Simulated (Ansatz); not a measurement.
`[SiH3][O][SnH3]` + NH₃ → `[NH2][SnH3]` + `O[SiH3]` at 400 K and 1 bar (ligand exchange at the Sn–O bond).

Gas-phase electronic energies from Ansatz, PBE0-D4/def2-TZVP geometries. CBS: MP2 limit from def2 TZ/QZ plus the TZ coupled-cluster correction, frozen cores. This one scheme is used for every species. Elements past krypton have def2 core potentials. For Sn outer-core shells are correlated without core-valence functions, which leaves a few kJ/mol of doubt a bond.

```json
{"species": "`[SiH3][O][SnH3]`", "CCSD(T)/CBS energy (Eh)": "-581.91447", "H − E (kJ/mol)": "160.4", "S (J/(mol·K))": "398.1"}
{"species": "NH₃", "CCSD(T)/CBS energy (Eh)": "-56.50880", "H − E (kJ/mol)": "104.2", "S (J/(mol·K))": "203.1"}
{"species": "`[NH2][SnH3]`", "CCSD(T)/CBS energy (Eh)": "-271.71442", "H − E (kJ/mol)": "141.9", "S (J/(mol·K))": "313.9"}
{"species": "`O[SiH3]`", "CCSD(T)/CBS energy (Eh)": "-366.69042", "H − E (kJ/mol)": "120.0", "S (J/(mol·K))": "276.4"}
```

H − E and S are ideal-gas, rigid-rotor, harmonic terms from PBE0-D4/def2-TZVP. 1 Eh = 2625.50 kJ/mol, R = 8.31446 J/(mol·K).

Problem. By hand: ΔE, ΔH, ΔS and ΔG.

Solution. ΔE = (-271.71442) + (-366.69042) − (-581.91447) − (-56.50880) = 0.01843 Eh = 48.4 kJ/mol. Δ(H − E) = 141.9 + 120.0 − 160.4 − 104.2 = -2.7, so ΔH = 45.7 kJ/mol. ΔS = 313.9 + 276.4 − 398.1 − 203.1 = -10.9 J/(mol·K). ΔG = 45.7 − 400 × (-10.9)/1000 = 50.1 kJ/mol.

Problem. By hand: the equilibrium constant, and the temperature at which ΔG would vanish if ΔH and ΔS stayed fixed.

Solution. log₁₀ K = −ΔG/(RT ln 10) = -6.5. ΔH and −TΔS have one sign here, so there is no such temperature.

The number of gas molecules stays the same, so ΔS is small and ΔH decides. A doubt of 5 kJ/mol in ΔE shifts log₁₀ K by 0.7 here. Modes under 60 cm⁻¹, often nearly free rotors, make the harmonic entropy too high. These are equilibria of isolated gas molecules and say nothing of rates. Largest T1 diagnostic: 0.013 (customary marks: 0.02 for closed shells, 0.045 for open ones).
